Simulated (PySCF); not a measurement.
Molecule: `O1[SiH2]CC[SiH2]1`, C2H8OSi2.

Bonds (- single, = double, # triple, : aromatic): C1-C2, C2-Si3, Si3-O4, O4-Si5, Si5-C1. C1 carries H6, H7; C2 carries H8, H9; Si3 carries H10, H11; Si5 carries H12, H13.

Frames of a GFN2-xTB Langevin trajectory at 400 K; GIAO PBE0/pcSseg-1 shieldings in PySCF 2.14, gas phase, non-relativistic; equivalent atoms averaged within each frame.

Scale: 13C (σref 186.93) and 29Si (σref 349.16) and 1H (σref 31.72) against TMS; H2O for 17O (σref 336.08) (reference shieldings calculated alike). The references are static minima.

Problem. How do the shifts (ppm) fluctuate along the trajectory?

Solution. 
| time (fs) | C1/C2 | Si3/Si5 | O4 | H10/H11/H12/H13 | H6/H7/H8/H9 |
| --- | --- | --- | --- | --- | --- |
| optimised geometry | 9.1 | -2.8 | 32.2 | 5.10 | 1.12 |
| 250 | 5.0 | -2.2 | 24.9 | 5.12 | 1.18 |
| 425 | 12.2 | 12.2 | 42.8 | 5.61 | 1.71 |
| 625 | 9.4 | -1.9 | 28.3 | 5.30 | 0.76 |
| 800 | 12.1 | -7.6 | 42.4 | 4.93 | 1.98 |
| 1000 | 20.4 | -2.0 | 45.8 | 5.05 | 2.22 |
| mean of frames | 11.8 | -0.3 | 36.8 | 5.20 | 1.57 |
| standard deviation | 5.6 | 7.4 | 9.5 | 0.27 | 0.60 |

5 frames give an uncertainty of the mean of about the standard deviation over 2.2 at best, since frames this close in time may not be independent; classical motion lacks zero-point vibration, and the reference would need the same averaging.
